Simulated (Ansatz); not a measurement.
Compare A (`C[Si](O)([SiH3])S`) with its isomer B (`[SiH3]OC([SiH3])S`).

Computed with Ansatz on PBE0-D4/def2-TZVP structures; ΔE is electronic, products minus reactants. CCSD(T)/CBS is the MP2 limit (def2-TZVPP, def2-QZVPP) plus CCSD(T) − MP2 in def2-TZVPP, frozen cores. DFT in def2-TZVPP. B3LYP here is the variant with VWN-RPA as its local correlation; programs differ in this. One conformer a species, not always the lowest.

A:

Z-matrix (Å, degrees):
```
C
Si 1 1.864
H 1 1.093 2 110.9
H 1 1.093 2 110.1 3 -120.0
H 1 1.094 2 111.0 3 120.2
O 2 1.651 1 112.5 3 176.2
Si 2 2.338 1 113.9 3 56.5
S 2 2.149 1 104.1 3 -63.2
H 6 0.960 2 116.9 1 69.9
H 7 1.489 2 111.9 1 69.1
H 7 1.488 2 109.7 1 -170.0
H 7 1.488 2 109.3 1 -51.1
H 8 1.344 2 94.8 1 175.5
```

B:

```xyz
13

Si   -0.8463    1.8928    0.9047
O    -0.6715    0.2810    0.5520
C     0.5347   -0.2987    0.1273
Si    0.1947   -2.0709   -0.4557
S     1.4080    0.6359   -1.1628
H    -2.0500    1.9564    1.7664
H    -1.0599    2.7193   -0.3084
H     0.3482    2.3880    1.6404
H     1.2670   -0.3097    0.9468
H    -0.5881   -1.9911   -1.7162
H    -0.5812   -2.8091    0.5740
H     1.4882   -2.7558   -0.7016
H     0.5563    0.3618   -2.1669
```

(1) Which is lower in electronic energy at CCSD(T)/CBS, and by how much? (Best estimate.)

(2) Give E(B) − E(A) in kcal/mol with HF/def2-TZVPP, CCSD(T)/def2-TZVPP, MP2/def2-TZVPP, CCSD/def2-TZVPP, PBE-D4, PBE0-D4, B3LYP-D4. (Estimate.)

Largest T1 diagnostic: 0.012.

Results:

(1) Computed: A, by 54.0 kcal/mol.

(2) Ansatz gave: HF/def2-TZVPP 50.7, CCSD(T)/def2-TZVPP 52.8, MP2/def2-TZVPP 53.8, CCSD/def2-TZVPP 52.9, PBE-D4 55.2, PBE0-D4 56.2, B3LYP-D4 52.2. None reverses the order clearly.

In def2-TZVPP, CCSD(T) changes the Hartree–Fock value by +2.1 kcal/mol (the triples alone add −0.1 kcal/mol) and MP2 by +3.1 kcal/mol. From PBE to PBE0 (25 % exact exchange), in def2-TZVPP and without D4, E(B) − E(A) moves by +0.9 kcal/mol.
